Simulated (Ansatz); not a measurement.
One change: `CC1C[SiH2]1` becomes `[AlH2][CH]1C[SiH2]1`.

Ansatz, PBE0-D4/def2-TZVP geometries, multiplicity 1. 

| property | `CC1C[SiH2]1` |
| --- | --- |
| LUMO energy (B3LYP/def2-TZVPP) / eV | 0.08 |
| HOMO–LUMO gap (B3LYP/def2-TZVPP) / eV | 6.58 |
| size of the dipole moment (PBE/def2-TZVPP) / D | 0.35 |
| HOMO–LUMO gap (PBE0/def2-TZVPP) / eV | 7.00 |
| size of the dipole moment (B3LYP/def2-TZVPP) / D | 0.21 |
| LUMO energy (PBE/def2-TZVPP) / eV | -0.50 |

(1) Give the same properties after the change, and the shifts. (Estimate.)

## Answers

(1) Ansatz gave: 
| property | `[AlH2][CH]1C[SiH2]1` | shift |
| --- | --- | --- |
| LUMO energy (B3LYP/def2-TZVPP) / eV | -1.17 | -1.25 |
| HOMO–LUMO gap (B3LYP/def2-TZVPP) / eV | 5.37 | -1.21 |
| size of the dipole moment (PBE/def2-TZVPP) / D | 1.39 | 1.04 |
| HOMO–LUMO gap (PBE0/def2-TZVPP) / eV | 5.77 | -1.23 |
| size of the dipole moment (B3LYP/def2-TZVPP) / D | 1.33 | 1.12 |
| LUMO energy (PBE/def2-TZVPP) / eV | -1.74 | -1.24 |

With PBE0 the HOMO falls by 0.07 eV and the LUMO falls by 1.29 eV, so the gap narrows by about 1.22 eV. PBE moves the HOMO by -0.16 eV and ωB97M-V by 0.01 eV. The zero-point energy changes by -65.3 kJ/mol with -3 modes. Dipoles are sizes alone; their direction can turn.

B3LYP here is the variant with VWN-RPA as its local correlation; programs differ in this.
